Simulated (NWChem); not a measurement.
Molecule: CH₃AlF₂; SMILES [F][Al]([F])[CH3]

Computed with NWChem. Medium grid unless said otherwise, to which SCAN and Minnesota functionals are sensitive. The geometry was optimised at PBE0/def2-SVP. B3LYP is NWChem's, with the RPA form of VWN correlation. Total energies of different functionals are on different scales.

| level | energy (Ha) | highest occupied level (eV) | orbital gap (eV) | dipole (D) |
|---|---|---|---|---|
| B3LYP/def2-SVP | -481.9433 | -9.01 | 8.34 | 2.27 |
| PBE/def2-SVP | -481.5318 | -7.81 | 6.65 | 2.21 |
| revPBE/def2-SVP | -481.7806 | -7.75 | 6.68 | 2.18 |
| M06-2X/def2-SVP | -481.8156 | ___ | ___ | ___ |
| LC-BLYP (range parameter 0.33 per bohr)/def2-SVP | -481.3128 | -11.57 | 12.85 | 2.21 |
| LRC-wPBEh/def2-SVP | -481.5931 | -11.17 | 12.48 | 2.29 |
| MN15-L/def2-SVP | -481.6029 | -8.35 | 7.62 | 2.17 |
| TPSSh/def2-SVP | -481.9269 | -8.50 | 7.85 | 2.19 |
| PW91/def2-SVP | -481.8227 | -7.87 | 6.58 | 2.22 |

Some entries are withheld; supply them.


- M06-2X/def2-SVP, highest occupied level (eV): -10.55
- M06-2X/def2-SVP, orbital gap (eV): 10.77
- M06-2X/def2-SVP, dipole (D): 2.36
